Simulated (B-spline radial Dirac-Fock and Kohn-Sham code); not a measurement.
## Two-hole binding energies of Te³⁸⁺

System: tellurium as Te³⁸⁺, configuration [Ne] 3s2 3p2.

Calculated with an atomic code on a B-spline grid, using relaxed Dirac-Fock hole states (ΔSCF) with Breit and QED corrections and a finite nucleus. U is the two-hole binding energy less the two single-hole energies, the effective repulsion of the holes after relaxation. Each two-hole energy is an average over J within one jj subconfiguration.

| holes | E(a) (eV) | E(b) (eV) | E(ab) (eV) | U (eV) |
| --- | --- | --- | --- | --- |
| 1s⁻² | 34161.6 | 34161.6 | 69249.5 | 926.2 |
| 1s⁻¹ 2p1/2⁻¹ | 34161.6 | 6858.2 | 41335.6 | 315.8 |
| 1s⁻¹ 2p3/2⁻¹ | 34161.6 | 6578.6 | 41034.3 | 294.0 |
| 2s⁻² | 7166.8 | 7166.8 | 14535.3 | 201.7 |
| 2s⁻¹ 2p1/2⁻¹ | 7166.8 | 6858.2 | 14219.7 | 194.7 |
| 2p1/2⁻² | 6858.2 | 6858.2 | 13957.6 | 241.2 |
| 2s⁻¹ 2p3/2⁻¹ | 7166.8 | 6578.6 | 13935.8 | 190.4 |
| 2p1/2⁻¹ 2p3/2⁻¹ | 6858.2 | 6578.6 | ? | ? |
| 2p3/2⁻² | 6578.6 | 6578.6 | 13377.7 | 220.5 |
| 2p1/2⁻¹ 3s⁻¹ | 6858.2 | 2800.0 | 9766.2 | 108.0 |
| 2p3/2⁻¹ 3s⁻¹ | 6578.6 | 2800.0 | 9485.8 | 107.2 |

Question: Give the missing two-hole energy and U.

Answer: E(ab) = 13658.4 eV and U = 221.6 eV.
